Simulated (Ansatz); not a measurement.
`C=C(O)[SiH2]O` → `C=C(O)O` + `[SiH2]`  (silylene formation by 1,1-elimination)

Gas-phase electronic energies from Ansatz, PBE0-D4/def2-TZVP geometries. CCSD(T)/CBS adds triple-zeta CCSD(T) − MP2 to the extrapolated MP2 energy (def2 sets, frozen cores). This one scheme is used for every species. Functionals use def2-TZVPP. B3LYP here is the variant with VWN-RPA as its local correlation; programs differ in this. HSE06 is defined as in plane-wave codes. One conformer a species, not always the lowest.

| level | ΔE (eV) | difference from CCSD(T)/CBS |
| --- | --- | --- |
| LDA (SPW92) | 3.77 | -0.02 |
| PBE-D4 | 3.61 | -0.18 |
| revPBE-D4 | 3.58 | -0.21 |
| BLYP-D4 | 3.57 | -0.22 |
| r2SCAN-D4 | 3.85 | 0.06 |
| B97M-V | 3.59 | -0.20 |
| PBE0-D4 | 3.71 | -0.08 |
| B3LYP-D4 | 3.66 | -0.13 |
| r2SCANh-D4 | 3.85 | 0.06 |
| r2SCAN0-D4 | 3.86 | 0.07 |
| HSE06-D4 | 3.70 | -0.09 |
| BHLYP-D4 | 3.78 | -0.01 |
| CAM-B3LYP-D4 | 3.73 | -0.06 |
| ωB97X-V | 3.75 | -0.04 |
| ωB97M-V | 3.64 | -0.15 |
| B2PLYP | 3.70 | -0.09 |
| PBE-QIDH | 3.84 | 0.05 |
| PBE | 3.52 | -0.27 |
| r2SCAN | 3.82 | 0.03 |
| PBE0 | 3.63 | -0.16 |
| B3LYP | 3.52 | -0.27 |
| r2SCANh | 3.83 | 0.04 |
| r2SCAN0 | 3.84 | 0.05 |
| HSE06 | 3.63 | -0.16 |
| BHLYP | 3.67 | -0.12 |
| CAM-B3LYP | 3.65 | -0.14 |
| RPA@PBE/def2-TZVPP | 3.47 | -0.32 |
| HF/def2-SVP | 3.21 | -0.58 |
| MP2/def2-SVP | 3.54 | -0.25 |
| CCSD/def2-SVP | 3.24 | -0.55 |
| CCSD(T)/def2-SVP | 3.27 | -0.52 |
| HF/def2-TZVPP | 3.53 | -0.26 |
| MP2/def2-TZVPP | 3.94 | 0.15 |
| CCSD/def2-TZVPP | 3.64 | -0.15 |
| CCSD(T)/def2-TZVPP | 3.68 | -0.11 |
| HF/def2-QZVPP | 3.55 | -0.24 |
| SCS-MP2/def2-QZVPP | 3.89 | 0.10 |
| HF/CBS(def2) | 3.55 | -0.24 |
| MP2/CBS(def2) | 4.05 | 0.26 |
| CCSD/CBS(def2) | 3.75 | -0.04 |
| CCSD(T)/CBS | 3.79 | 0 |

Largest T1 diagnostic among the species: 0.014.

From PBE to PBE0 (25 % exact exchange), in def2-TZVPP and without D4, ΔE moves by +0.11 eV. At CCSD(T), def2-SVP lies −0.52 eV from the extrapolated value and def2-TZVPP −0.11 eV. In def2-TZVPP, CCSD(T) changes the Hartree–Fock value by +0.15 eV (the triples alone add +0.04 eV) and MP2 by +0.41 eV.
